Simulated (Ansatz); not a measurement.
Species: sum formula HBOCl, net charge 0, doublet state. It need not be the lowest isomer of its formula. 
Structure (B3LYP-D3(BJ)/def2-TZVP (Ansatz, a first-principles code) minimum search):
SMILES: Cl[B]O
```xyz
4

B     -0.1620     0.5726     0.5773
Cl     0.8603    -0.4802    -0.3990
O     -1.4866     0.6527     0.5051
H     -1.9222     0.0783    -0.1443
```
Charge 0, spin multiplicity 2.

Property: atomisation energy (electronic, to ground-state atoms), in eV. Correlated levels leave the core frozen unless marked. Open shells are spin-unrestricted. No spin-orbit coupling. Non-relativistic. The coupled-cluster limit lacks core correlation, which all-electron functionals hold. CBS(X,Y): correlation extrapolated as X^-3; Hartree-Fock from the larger set (for Q and 5 zeta extrapolated as (X+1)exp(-9√X)).

```
level                            program  atomisation energy (eV)
-------------------------------  -------  -----------------------
HF/CBS(cc-pV(Q+d)Z,cc-pV(5+d)Z)   Ansatz                    10.79
SVWN5/def2-TZVPD                  Ansatz                    17.46
```

**Question.** Predict the CCSD(T)/CBS(cc-pV(Q+d)Z,cc-pV(5+d)Z) result (Ansatz).

**Answer.** 14.70 eV, so SVWN5/def2-TZVPD differs from it by 2.76 eV.
